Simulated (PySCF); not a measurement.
**K₂⁺ from Hartree–Fock to correlated methods**

State: ²Σg⁺ (doublet), unpaired electrons σ ↑. Set-up: PySCF, no relativity, basis sets K pcseg-1. De refers to K⁺ + K in their ground configurations, without counterpoise correction. The functionals are run spin-unrestricted. Levels whose curve was spin-contaminated or gave no clean fit are not listed.

| Level | Re (Å) | ωe (cm⁻¹) | De (eV) | CPU s a point (SCF and correlation, without the integrals) |
| --- | --- | --- | --- | --- |
| UHF | 4.729 | 75.5 | 0.81 | 0.1 |
| UHF-MP2 | 4.589 | 77.6 | 0.83 | 0.18 |
| UHF-SCS-MP2 | 4.607 | 77.5 | 0.83 | n/a |
| UHF-CCSD | 4.594 | 77.8 | 0.84 | n/a |
| UHF-CCSD(T) | 4.589 | 77.9 | 0.84 | 3.7 |
| PBE | 4.576 | 66.4 | 0.91 | 0.48 |
| PBEsol | 4.525 | 68.5 | 0.91 | 0.34 |
| TPSS | 4.607 | 70.0 | 0.95 | 0.7 |
| r²SCAN | 4.530 | 73.6 | 0.88 | 0.68 |
| PBE0 | 4.565 | 71.1 | 0.90 | 0.95 |

Task: Which functional lies closest to UHF-CCSD(T) in De, which farthest, and by how much do they differ from it?

Result: Closest is r²SCAN (-5.9 pm in Re, -5.5 % in ωe, +0.04 eV in De against UHF-CCSD(T) in the same basis), farthest TPSS (+1.8 pm in Re, -10.1 % in ωe, +0.11 eV in De). CCSD(T) converges more slowly with the basis than the functionals do and binds too weakly in this one, so the order can change at the basis-set limit.

Task: What does a quarter of exact exchange do here, going from PBE to PBE0?

Result: PBE0 less PBE: -1.1 pm in Re, +7.1 % in ωe, -0.01 eV in De. Exact exchange removes part of the self-interaction that spreads semilocal densities, and in most molecules shortens and stiffens the bond and lowers De; so it does here.

Task: What does second-order correlation do here, going from UHF to UHF-MP2?

Result: UHF-MP2 less UHF: -14.0 pm in Re, +2.8 % in ωe, +0.02 eV in De. Correlation nearly always deepens the well. The bond shortens, as in weak, metallic or heavy-atom bonds, where dispersion and the correlation of outer-core electrons pull the atoms together.

Correlated steps freeze 10 core orbitals. Correlated levels converge slowly with the basis: in double zeta they bind strong bonds too weakly, by up to about 1 eV, and carry superposition errors of some tenths. The state is the lowest determinant that a PBE0 search found; another state may lie lower at other levels.

The whole job (state search and all levels along the bond) took about 3.2 min on 1 thread of Arm Neoverse V1 (shared host), peak memory 0.51 GiB.
